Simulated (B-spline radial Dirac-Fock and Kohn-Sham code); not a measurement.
# What relativity does to the binding energies of La⁴³⁺

System: lanthanum as La⁴³⁺, configuration [Ne] 3s2 3p2.

Both columns are ΔSCF binding energies of the configuration average from a radial atomic solver: non-relativistic Hartree-Fock with a point nucleus, and Dirac-Fock with a finite nucleus and the Coulomb interaction alone, averaged over the two j levels with weights 2j+1.

```tsv
shell	Hartree-Fock (eV)	Dirac-Fock (eV)	shift (eV)	shift (%)
1s	40052.7	41902.3	+1849.60	+4.62
2s	8460.6	8959.8	+499.24	+5.90
2p	8152.3	8325.6	+173.31	+2.13
3s	3385.7	3535.3	+149.61	+4.42
3p	3287.6	3353.0	+65.39	+1.99
```

Relativity binds 1s, 2s, 2p, 3s, 3p more strongly, among those listed most of all 2s in relative terms.

Values without a named source are computed, but for edge energies of neutral atoms, which are taken from tables.
